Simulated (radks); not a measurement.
Species: neutral nickel. Configuration: [Ar] 3d8 4s(up 1, down 1). All-electron calculation, non-relativistic Kohn-Sham, BLYP, spin-polarised, spherical densities, point nucleus; open shells are filled with parallel spins first. Program: a radial shooting solver on a logarithmic mesh with Libxc functionals.

Normalised radial functions P(r) = r R(r), r in bohr:

r,3d up,4s up
0.00705,0.0001,0.0484
0.009254,0.0002,0.0595
0.01215,0.0004,0.0715
0.01594,0.0008,0.0833
0.02093,0.0017,0.0929
0.02769,0.0037,0.0969
0.03635,0.0077,0.0905
0.04771,0.0158,0.0687
0.06262,0.0315,0.0274
0.08219,0.0607,-0.0327
0.1079,0.1121,-0.1016
0.1427,0.1997,-0.1573
0.1874,0.3279,-0.1626
0.2459,0.4992,-0.0919
0.3228,0.6951,0.0496
0.4237,0.8741,0.2045
0.5562,0.9807,0.2781
0.73,0.9720,0.1967
0.9659,0.8478,-0.0393
1.268,0.6607,-0.3248
1.664,0.4600,-0.5523
2.184,0.2837,-0.6438
2.867,0.1516,-0.5851
3.763,0.0676,-0.4243
4.979,0.0230,-0.2367
6.536,0.0058,-0.1000
8.579,0.0010,-0.0296

3d up: eigenvalue -9.998 eV, 0 radial nodes, <r> = 0.989 bohr, 90 % of the charge inside 1.74 bohr. 4s up: eigenvalue -5.615 eV, 3 radial nodes at r = 0.0715, 0.296, 0.929 bohr, <r> = 2.82 bohr, 90 % of the charge inside 4.35 bohr.
